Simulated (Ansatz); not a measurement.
Geometry optimisation, RKS PBE-D4/def2-SVP (Ansatz).

Input:

```yaml
crystal:
  periodic: [false, false, false]
  atoms:
    - { symbol: "N", position_ang: [0.0846, 0.1783, -1.485] }
    - { symbol: H, position_ang: [0.7497, -0.5179, -1.8043] }
    - { symbol: H, position_ang: [-0.8124, -0.0348, -1.9042] }
    - { symbol: H, position_ang: [0.3856, 1.0795, -1.8415] }
    - { symbol: As, position_ang: [0.3034, 0.226, 1.4285] }
    - { symbol: H, position_ang: [-1.179, 0.1965, 1.3022] }
    - { symbol: H, position_ang: [0.3223, -1.2661, 1.3787] }
    - { symbol: H, position_ang: [0.1458, 0.1384, 2.9256] }
basis:
  gaussian: { orbitals: def2-SVP }
hamiltonian:
  xc: pbe
  dispersion: d4
relax:
  f_tol: 0.02
  max_steps: 40
scf:
  lower_state_search: "off"
output:
  orbitals: {}
```

Launched with:

```bash
$ ansatz run input.yaml --threads 1 --pin off --max-ram 2048MiB --backend cpu --events-out ev --progress --plain --runs-dir out
```

Question: Where does it end, and by what steps?

Answer: The forces met the threshold. After 7 steps the energy has fallen by 0.128 eV; H8 moved furthest, 0.18 Å.

| step | energy less start (eV) | largest force component (eV/Å) | accepted |
| --- | --- | --- | --- |
| 0 | 0.0000 | 0.977 | yes |
| 1 | -0.1133 | 0.531 | yes |
| 2 | -0.1221 | 0.276 | yes |
| 3 | -0.1269 | 0.023 | yes |
| 4 | -0.1275 | 0.028 | yes |
| 5 | -0.1280 | 0.051 | yes |
| 6 | -0.1281 | 0.036 | yes |
| 7 | -0.1282 | 0.015 | yes |

```xyz
8
Properties=species:S:1:pos:R:3
N 0.069 0.111 -1.503
H 0.774 -0.517 -1.915
H -0.804 -0.093 -2.009
H 0.344 1.057 -1.804
As 0.326 0.289 1.553
H -1.193 0.341 1.322
H 0.366 -1.223 1.281
H 0.117 0.034 3.075
```

Time of the run: 4.6 s on 1 thread of Intel(R) Xeon(R) 6975P-C (Granite Rapids), with other jobs on the host, peak memory 0.12 GiB.
